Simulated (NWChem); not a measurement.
Molecule: SiH3OF; SMILES O[SiH2]F

```xyz
6

Si    -0.4548     0.0188     0.0010
O      0.4607    -1.3526    -0.0714
F      0.4705     1.3390    -0.0219
H     -1.2987     0.0012    -1.2099
H     -1.2440     0.0821     1.2577
H      0.9899    -1.5765     0.7066
```
Atoms are numbered in this order, from 1.

Results from NWChem. Geometry: optimised at B3LYP/6-31G* (spherical d). LC-ωPBE (HJS hole) with def2-SVP; x = 1 − exp(−ω/0.25 bohr⁻¹) is a scale chosen for this fit.

```
row           x  −ε(HOMO) (eV)
--------  -----  -------------
ω = 0.05  0.181           8.32
ω = 0.10  0.330       withheld
ω = 0.30  0.699          11.28
ω = 0.40  0.798          12.01
ω = 0.50  0.865          12.55
```

Task: Fit a straight line of the last column on the one before it, predict the withheld value, and compare with the run.

Result: 
1. Means of the 4 shown rows: x = 0.6358, y = 11.040. Slope Σ(x − x̄)(y − ȳ)/Σ(x − x̄)² = 1.756/0.2897 = 6.061; intercept 7.187.
2. The shown rows scatter about the line by 0.096 (root mean square); the largest residual is -0.14, at ω = 0.30.
3. At x = 0.330 (ω = 0.10; inside the shown range) the line gives 9.19.
4. The run gives 9.05, -0.14 from the line, 1.5 times the scatter.
